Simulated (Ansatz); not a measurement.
Calculated with Ansatz (gas phase, PBE0-D4/def2-TZVP geometries, no zero-point term in ΔE). CCSD(T)/CBS is the MP2 limit (def2-TZVPP, def2-QZVPP) plus CCSD(T) − MP2 in def2-TZVPP, frozen cores. This one scheme is used for every species. DFT in def2-TZVPP. B3LYP here is the variant with VWN-RPA as its local correlation; programs differ in this. One conformer a species, not always the lowest.

`CC(Cl)[SiH2]N` → `CCCl` + `N[SiH]`  (silylene formation by 1,1-elimination)

Problem. Is it downhill or uphill in electronic energy at CCSD(T)/CBS, and by how much? (An estimate is asked.)

Solution. Computed: Uphill: ΔE = +151.7 kJ/mol.

Problem. What do these levels give: PBE-D4, r2SCAN-D4, B3LYP-D4, r2SCAN, PBE0, HF/def2-TZVPP, MP2/def2-TZVPP, CCSD(T)/def2-TZVPP, HF/def2-QZVPP, MP2/def2-QZVPP, HF/CBS(def2), MP2/CBS(def2)? (Estimate.)

Solution. Computed: PBE-D4 144.2, r2SCAN-D4 161.8, B3LYP-D4 142.6, r2SCAN 158.2, PBE0 145.4, HF/def2-TZVPP 131.7, MP2/def2-TZVPP 162.6, CCSD(T)/def2-TZVPP 145.0, HF/def2-QZVPP 131.9, MP2/def2-QZVPP 166.5, HF/CBS(def2) 131.9, MP2/CBS(def2) 169.3 kJ/mol.

Largest T1 diagnostic among the species: 0.015.

In def2-TZVPP, CCSD(T) changes the Hartree–Fock value by +13.3 kJ/mol (the triples alone add +3.0 kJ/mol) and MP2 by +30.9 kJ/mol. The D4 term adds +20.5 kJ/mol with B3LYP and +11.4 kJ/mol with PBE0; it sums over pairs of atoms, weighted by their polarisabilities, and B3LYP, whose exchange is more repulsive, gets the larger term.
